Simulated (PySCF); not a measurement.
Computed IR spectrum (relative IR intensity) of a molecule CH3F3OSi. Geometry optimised at ωB97X-D3(BJ)/def2-SVP. One conformer was computed; it need not be the lowest. Computed with ωB97X-D3(BJ)/def2-SVP run with PySCF 2.14.0. Frequencies are harmonic and unscaled.

Lines under 2 % of the strongest are left out, and lines within 2 cm⁻¹ are merged.

| ν (cm⁻¹) | relative intensity |
|---|---|
| 156 | 4.8 |
| 193 | 4.3 |
| 293 | 29 |
| 335 | 4.5 |
| 351 | 28 |
| 404 | 25 |
| 772 | 2.5 |
| 813 | 60 |
| 890 | 100 |
| 983 | 77 |
| 1022 | 51 |
| 1076 | 43 |
| 1240 | 3.0 |
| 1330 | 2.4 |
| 1462 | 3.2 |
| 3088 | 3.1 |
| 3155 | 2.8 |
| 3902 | 54 |

Problem. Identify the compound among the candidates.
A) O[SiH2]C(F)(F)F
B) CO[Si](F)(F)F
C) O[Si](F)(F)CF
D) OC[Si](F)(F)F

Solution. C, O[Si](F)(F)CF
